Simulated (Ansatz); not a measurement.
Coupled-cluster diagnostics for GaCl₃ (the lowest singlet isomer of a short search), Ansatz.

Geometry of the singlet (PBE0-D4/def2-SVP):

```tsv
atom	x (Å)	y (Å)	z (Å)
Ga1	0.000	0.000	0.000
Cl2	0.839	1.713	-0.928
Cl3	-0.959	-1.481	-1.177
Cl4	0.120	-0.232	2.105
```

Correlated methods freeze 24 core orbitals; core or outer-core shells of Ga are correlated, in sets that lack core-valence functions. The structure comes from a short search, and lower isomers may exist.

Estimate the CCSD(T) correlation energy, the shares of MP2 and (T), T1 and the reference's ⟨S²⟩ for: charge 0, singlet, own geometry in def2-TZVPP; and the rough time on 4 threads of Arm Neoverse V1 on a shared host.


```
                          state       basis  correlation (eV)  MP2 share (%)  (T) share (%)     T1  ⟨S²⟩ (pure)  wall time
charge 0, singlet, own geometry  def2-TZVPP           -23.001           91.2            4.2  0.011  0.00 (0.00)       33 s
```
Customary marks for T1 are 0.02 (closed shells), 0.045 (open shells) and about 0.05 (3d metals). T1 stays under 0.02 throughout.
